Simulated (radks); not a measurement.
The numbers below are computed, except where a source is named.
The mean radii <r> (bohr) of the occupied orbitals of an atom or ion are listed with their occupations. Level of theory: Dirac Kohn-Sham, PBE, spin-unpolarised, spherical densities, point nucleus (a radial shooting solver on a logarithmic mesh with Libxc functionals).

| orbital | occ. | <r> |
|---|---|---|
| 1s1/2 | 2 | 0.01743 |
| 2s1/2 | 2 | 0.07289 |
| 2p1/2 | 2 | 0.06013 |
| 2p3/2 | 4 | 0.06842 |
| 3s1/2 | 2 | 0.1876 |
| 3p1/2 | 2 | 0.1777 |
| 3p3/2 | 4 | 0.1921 |
| 3d3/2 | 4 | 0.1672 |
| 3d5/2 | 6 | 0.1716 |
| 4s1/2 | 2 | 0.3803 |
| 4p1/2 | 2 | 0.3768 |
| 4p3/2 | 4 | 0.3981 |

Name the element and its charge. Open shells, if any, are shared by 2j + 1.

Answer. Z = 77, iridium, charge +41: Ir41+ in [Kr]. The 1s radius gives Z: for a bare nucleus <r> = (2 gamma + 1)/(2Z) with gamma = sqrt(1 - (Z/c)^2), 0.01724 bohr for Z = 77, and screening makes it slightly larger (0.01743 here). The occupations add up to 36, and the charge is Z minus that.
